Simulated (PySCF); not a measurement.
Job file and geometry (Å, from GFN2-xTB) of an NMR shielding run on `C#C[C@](C)(C=O)CC[SiH3]`, C7H12OSi, GIAO PBE0/pcSseg-1 NMR shielding, non-relativistic, gas phase (PySCF); density fitting, a coarse starting grid and PySCF grid level 2 are the driver's defaults:

```
$ OMP_NUM_THREADS=1 python probes_run.py task.json out

{"job": {"kind": "nmr", "xc": "PBE0", "basis": "pcSseg-1"}, "charge": 0, "multiplicity": 1}
C     -1.743788     1.706948    -1.634506
C     -1.426669     0.778124    -0.949788
C     -1.033155    -0.349738    -0.121935
C     -1.649976    -1.640305    -0.697869
C     -1.643333    -0.191578     1.259724
O     -1.121735    -0.508111     2.289392
C      0.499147    -0.474506    -0.047531
C      1.177508     0.803231     0.435256
Si     3.066300     0.623914     0.538193
H     -2.017422     2.519191    -2.239546
H     -1.365151    -2.492508    -0.084657
H     -1.287628    -1.797395    -1.711397
H     -2.735683    -1.570498    -0.723003
H     -2.671602     0.222277     1.236687
H      0.874596    -0.740142    -1.038710
H      0.732254    -1.293122     0.636399
H      0.913724     1.623223    -0.236866
H      0.783176     1.066701     1.418339
H      3.589949     0.328993    -0.798940
H      3.411549    -0.474946     1.441185
H      3.639018     1.877190     1.029100
```

Task: Write the output of this run.

Result: 
```
coarse grid: 17752 points
cycle   1  E = -637.7971938435  dE =  1.062e+00  |g| = 8.243e-01  |ddm| = 4.192e+00
cycle   2  E = -637.4329211088  dE =  3.643e-01  |g| = 1.608e+00  |ddm| = 2.402e+00
cycle   3  E = -637.9300409232  dE = -4.971e-01  |g| = 2.055e-01  |ddm| = 1.841e+00
cycle   4  E = -637.9387255454  dE = -8.685e-03  |g| = 8.372e-02  |ddm| = 2.809e-01
cycle   5  E = -637.9398816855  dE = -1.156e-03  |g| = 4.876e-02  |ddm| = 9.774e-02
cycle   6  E = -637.9404350668  dE = -5.534e-04  |g| = 8.226e-03  |ddm| = 3.616e-02
cycle   7  E = -637.9404504843  dE = -1.542e-05  |g| = 2.474e-03  |ddm| = 8.711e-03
cycle   8  E = -637.9404518135  dE = -1.329e-06  |g| = 5.466e-04  |ddm| = 2.716e-03
final grid: 166056 points
cycle   9  E = -638.0065946442  dE = -4.246e-05  |g| = 1.256e-02  |ddm| = 5.507e-02
cycle  10  E = -638.0065185996  dE =  7.604e-05  |g| = 2.345e-02  |ddm| = 3.276e-02
cycle  11  E = -638.0066262807  dE = -1.077e-04  |g| = 3.180e-03  |ddm| = 2.265e-02
cycle  12  E = -638.0066284230  dE = -2.142e-06  |g| = 5.686e-04  |ddm| = 2.535e-03
cycle  13  E = -638.0066284777  dE = -5.474e-08  |g| = 3.101e-04  |ddm| = 5.964e-04
cycle  14  E = -638.0066285005  dE = -2.277e-08  |g| = 6.623e-05  |ddm| = 2.931e-04
cycle  15  E = -638.0066285015  dE = -1.070e-09  |g| = 1.336e-05  |ddm| = 7.681e-05
cycle  16  E = -638.0066285016  dE = -4.025e-11  |g| = 3.713e-06  |ddm| = 1.756e-05
converged SCF energy = -638.0066285016

GIAO shielding tensors (ppm)
atom      isotropic    diamagn.    paramagn.     s11        s22        s33       span
  0 C      104.701     258.819    -154.118     31.644     38.795    243.662    212.018
  1 C       96.547     268.548    -172.001     -4.971      2.053    292.560    297.531
  2 C      136.742     241.319    -104.576    121.625    134.776    153.826     32.201
  3 C      160.026     244.453     -84.427    140.078    154.226    185.774     45.696
  4 C      -19.857     246.934    -266.791   -112.173    -28.409     81.010    193.182
  5 O     -330.721     401.484    -732.205   -930.157   -429.878    367.873   1298.030
  6 C      151.555     249.089     -97.534    132.529    147.505    174.629     42.100
  7 C      179.421     251.553     -72.132    171.046    175.645    191.572     20.527
  8 Si     419.195     879.028    -459.833    390.095    398.225    469.266     79.172
  9 H       29.814      35.073      -5.259     24.437     24.972     40.033     15.596
 10 H       30.864      29.674       1.189     25.987     29.068     37.536     11.549
 11 H       30.271      29.075       1.196     26.970     28.273     35.570      8.601
 12 H       30.061      29.086       0.975     25.741     28.007     36.436     10.695
 13 H       21.855      28.449      -6.593     19.675     20.435     25.456      5.781
 14 H       30.439      33.490      -3.051     25.044     31.653     34.621      9.577
 15 H       29.609      33.849      -4.240     25.162     29.843     33.821      8.659
 16 H       30.594      32.344      -1.750     24.134     31.585     36.063     11.930
 17 H       31.005      32.194      -1.189     25.599     31.295     36.122     10.523
 18 H       27.967      28.528      -0.562     24.400     26.457     33.044      8.644
 19 H       27.883      28.377      -0.494     24.256     26.322     33.070      8.813
 20 H       27.796      27.917      -0.121     24.273     25.352     33.763      9.490
```

Task: Turn these shieldings into chemical shifts. References, each an isolated molecule treated in the same way: $^{13}$C (186.93 ppm) and $^{29}$Si (349.16 ppm) and $^{1}$H (31.72 ppm) vs TMS; H2O for $^{17}$O (336.08 ppm).

Result: Averaging equivalent atoms: C 4: 206.8; C 1: 90.4; C 0: 82.2; C 2: 50.2; C 6: 35.4; C 3: 26.9; C 7: 7.5; O 5: 666.8; Si 8: -70.0; H 13: 9.86; H 18/19/20: 3.84; H 15: 2.11; H 9: 1.90; H 10/11/12: 1.32; H 14: 1.28; H 16: 1.12; H 17: 0.71 ppm. Unscaled 17O shifts of doubly bonded oxygen tend to come out too high, by tens of ppm or more. Experimental scales use liquid or dissolved standards, which lie at an offset from isolated H2O (liquid H2O: subtract about 36 ppm).

Size and cost of the density-fitted run: 220 basis functions, 62 s wall time on 1 thread of an Arm Neoverse V1, shared host; peak memory 1 GiB.
